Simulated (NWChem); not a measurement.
Molecule: AlH₃SeO; SMILES [OH][AlH][SeH]

```xyz
6

Al    -0.4733    -1.1473     0.0003
H     -1.9713    -1.6531    -0.0003
O      0.8648    -2.1998     0.0001
H      0.8385    -3.1577    -0.0005
Se     0.0119     1.1094     0.0018
H      1.4546     0.8204     0.0019
```
Atoms are numbered in this order, from 1.

Level: PBE0/def2-SVP (NWChem), optimised geometry, unscaled harmonic frequencies. This build's default masses of Se (78.918 u) and Br (79.917 u) are each other's, which moves their modes by up to 0.6 %.

```csv
frequency (cm⁻¹),IR intensity (km/mol)
164,4.8
248,29.1
319,81.1
386,18.4
485,145.8
489,174.4
575,62.0
687,114.2
880,148.0
1967,179.2
2459,3.4
3986,124.9
```

```json
{
 "zero_point_energy": "18.1 kcal/mol",
 "thermal correction to the enthalpy at 298.15 K (with zero-point energy)": "22.1 kcal/mol",
 "heat capacity Cv": "17.8 cal/(mol K)",
 "entropy at 298.15 K and 1 atm (symmetry number 1)": "74.9 cal/(mol K)",
 "dipole_moment": "1.97 D"
}
```

Rigid rotor and harmonic oscillator.
